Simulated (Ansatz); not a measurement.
Mulliken charges of Cl₂H₃OScSi, SMILES `[SiH3][O][Sc]([Cl])[Cl]` from PBE/def2-TZVPP in Ansatz (PBE0-D4/def2-TZVP geometry).

```tsv
atom	x (Å)	y (Å)	z (Å)	charge (e)
Si1	0.433	-0.734	1.356	0.309
O2	-0.002	0.022	-0.036	-0.496
Sc3	-0.506	0.866	-1.601	0.861
Cl4	-2.135	-0.101	-2.891	-0.255
Cl5	0.522	2.836	-2.161	-0.255
H6	-0.703	-0.696	2.314	-0.056
H7	0.786	-2.147	1.064	-0.055
H8	1.605	-0.047	1.956	-0.053
```

Q: By hand: the dipole of these point charges (1 e Å = 4.8032 D).

A: Σ q r = (0.022, -0.030, 0.055) e Å, of length 0.066 e Å = 0.32 D.

Q: How does the dipole of the full density compare? (An estimate is asked.)

A: Ansatz gave: (0.102, -0.172, 0.314) e Å, 1.79 D; the point charges give 0.18 times that, at 3° from its direction.

Point charges leave out the atoms' own dipoles, such as those of lone pairs, and Mulliken's split depends on the basis, so the two needn't agree.
